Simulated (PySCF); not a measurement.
C₆ coefficients of unlike pairs at PBE0

Calculated with PySCF 2.14 from the dipole response of each species, C₆(A,B) = (3/π) ∫ α_A(iu) α_B(iu) du, in atomic units, from isotropic polarisabilities. For ions this is the dispersion term alone; charge-induced terms of lower order in 1/R come first.

```json
{"species": "I", "configuration": "[Kr] 4d10 5s2 5p5 (2P)", "basis": "aug-cc-pVTZ-PP with ECP28MDF (6s5p4d2f)", "relativity": "core potential", "α (bohr³)": "33.02", "C₆ (like pair)": "354.8"}
{"species": "Sb", "configuration": "[Kr] 4d10 5s2 5p3 (4S)", "basis": "def2-QZVPPD with the def2 core potential (28 electrons) (8s6p5d4f1g)", "relativity": "core potential", "α (bohr³)": "45.53", "C₆ (like pair)": "500.7"}
{"species": "Cu⁺", "configuration": "[Ar] 3d10 (1S)", "basis": "aug-cc-pVDZ-DK (7s6p4d2f)", "relativity": "spin-free X2C", "α (bohr³)": "6.533", "C₆ (like pair)": "20.09"}
{"species": "Mo", "configuration": "[Kr] 4d5 5s1 (7S)", "basis": "aug-cc-pVTZ-DK (9s8p6d3f2g)", "relativity": "spin-free X2C", "α (bohr³)": "78.20", "C₆ (like pair)": "818.3"}
```

(1) Estimate C₆ for Sb with I.

No spin-orbit coupling is included.

The other pairs:

```tsv
pair	C₆
Mo, I	508.4
Mo, Cu⁺	110.7
Mo, Sb	623.9
Cu⁺, Sb	93.33
Cu⁺, I	80.48
```

## Answers

(1) The integral gives 418.2. The combination rule 2 C_A C_B / (C_A α_B/α_A + C_B α_A/α_B) gives 416.9 and the geometric mean 421.5.
